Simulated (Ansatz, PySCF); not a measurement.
Species: sum formula HSiO2, net charge 0, doublet state. It need not be the lowest isomer of its formula. SMILES: O=[Si]O
Coordinates optimised at B3LYP-D3(BJ)/def2-TZVP (Ansatz, a program for electronic structure):
```
Si
O 1 1.5317
O 1 1.6342 2 126.89
H 3 0.9671 1 117.65 2 0.00
```
Charge 0, spin multiplicity 2.

Property: atomisation energy (electronic, to ground-state atoms), in kJ/mol. Correlated levels leave the core frozen unless marked. UHF or UKS for open shells. Spin-orbit coupling is left out. No relativistic terms. The coupled-cluster limit lacks core correlation, which all-electron functionals hold. CBS marks a two-point X^-3 extrapolation of the correlation energy; Hartree-Fock from the larger set. The bracket is a focal-point correction in the basis named.

```csv
level,program,atomisation energy (kJ/mol)
BLYP-D3(BJ)/def2-TZVPD,Ansatz + dftd3,1542.0
BLYP/def2-TZVPD,Ansatz,1530.4
revPBE/def2-TZVPD,Ansatz,?
TPSS/def2-TZVPD,PySCF,1500.9
M06-L-D4/def2-TZVPD,PySCF + dftd4,1488.2
PBE0/STO-3G,Ansatz,1332.0
PBE0/def2-TZVPD,Ansatz,1477.4
BHLYP-D4/def2-TZVPD,Ansatz + dftd4,1392.1
TPSSh-D3(BJ)/def2-TZVPD,PySCF + dftd3,1478.7
PW6B95-D4/def2-TZVPD,PySCF + dftd4,1503.1
MN15-D3(BJ)/def2-TZVPD,PySCF + dftd3,1543.2
LC-wPBE-D4/def2-TZVPD,Ansatz + dftd4,1500.2
RPA@PBE/cc-pV(Q+d)Z,Ansatz,?
SCS-MP2/STO-3G,Ansatz,915.7
SCS-MP2/6-31G*,Ansatz,1345.1
SCS-MP2/cc-pV(D+d)Z,Ansatz,1337.9
CCSD(T) with core electrons (1s frozen past Ne)/cc-pwCVTZ,Ansatz,1460.2
"RI-MP2/CBS(cc-pV(T+d)Z,cc-pV(Q+d)Z)+[CCSD(T)-MP2]/cc-pV(T+d)Z",Ansatz,?
```

Fill in the missing entries.


- revPBE/def2-TZVPD, atomisation energy (kJ/mol): 1492.1
- RPA@PBE/cc-pV(Q+d)Z, atomisation energy (kJ/mol): 1409.6
- RI-MP2/CBS(cc-pV(T+d)Z,cc-pV(Q+d)Z)+[CCSD(T)-MP2]/cc-pV(T+d)Z, atomisation energy (kJ/mol): 1517.8
